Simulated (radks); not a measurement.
Values are calculated unless marked as measured or tabulated.
All-electron atom: Xe47+ in [He] 2s2 2p3.

Code: a radial shooting solver on a logarithmic mesh with Libxc functionals. Model: scalar-relativistic Kohn-Sham, BLYP, spin-polarised, spherical densities, finite nucleus; open shells are filled with parallel spins first (spin-orbit coupling, left out, can overturn this in heavy ions); Fermi nuclear charge, rms radius 4.7859 fm.

Energy parts (hartree):
| part | energy |
|---|---|
| total | -4683.09104 |
| kinetic | 5017.35488 |
| electron-nucleus | -9935.54913 |
| Hartree | 305.96856 |
| exchange-correlation | -70.86535 |

Orbitals (lengths in bohr, moments of r in powers of bohr):
| orbital | occ. | eigenvalue (hartree) | <r^2> |
|---|---|---|---|
| 1s up | 1 | -1410.917 | 0.0009589 |
| 1s down | 1 | -1409.529 | 0.0009569 |
| 2s up | 1 | -325.8228 | 0.01425 |
| 2s down | 1 | -323.4827 | 0.01434 |
| 2p up | 3 | -309.1626 | 0.01103 |
| 2p down | 0 | -306.3492 | 0.01112 |
| 3s up | 0 | -137.9794 | 0.07731 |
| 3s down | 0 | -137.5352 | 0.07831 |
| 3p up | 0 | -132.8090 | 0.07191 |
| 3p down | 0 | -132.2518 | 0.07301 |

The highest occupied level is 2p up at -8412.7 eV. The electron density at the nucleus is 2.769e+05 e/bohr^3 (large components only).
